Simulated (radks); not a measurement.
Problem. All-electron atom: Hf+ in [Xe] 4f14 5d1 6s2. Method: scalar-relativistic Kohn-Sham, PBEsol, spin-unpolarised, spherical densities, finite nucleus; Fermi nuclear charge, rms radius 5.347 fm; computed with a radial shooting solver on a logarithmic mesh with Libxc functionals. Some entries of the table are withheld. Estimate them.

orbital  occ.  eigenvalue (hartree)  <r^2> (bohr^2)  <r> (bohr)
1s          2                   (1)       0.0004954     0.01900
2s          2             -410.4079        0.007646     0.08040
2p          6             -360.5366        0.006286     0.07174
3s          2             -93.76883         0.04981      0.2088
3p          6             -78.86375         0.05044      0.2086
3d         10             -61.18922         0.04188      0.1890
4s          2             -19.15231          0.2478      0.4684
4p          6             -14.26037          0.2820      0.4978
4d         10              -7.93291          0.3326      0.5353
5s          2              -2.80598           1.442         (2)
5p          6              -1.64524           2.019       1.333
4f         14              -0.96307          0.5901      0.6756
6s          2              -0.43705           10.83       3.104
5d          1              -0.39440           5.601       2.166
6p          0              -0.25378             (3)       4.008

Solution. 
(1) 1s eigenvalue (hartree): -2397.893
(2) 5s <r> (bohr): 1.132
(3) 6p <r^2> (bohr^2): 18.13
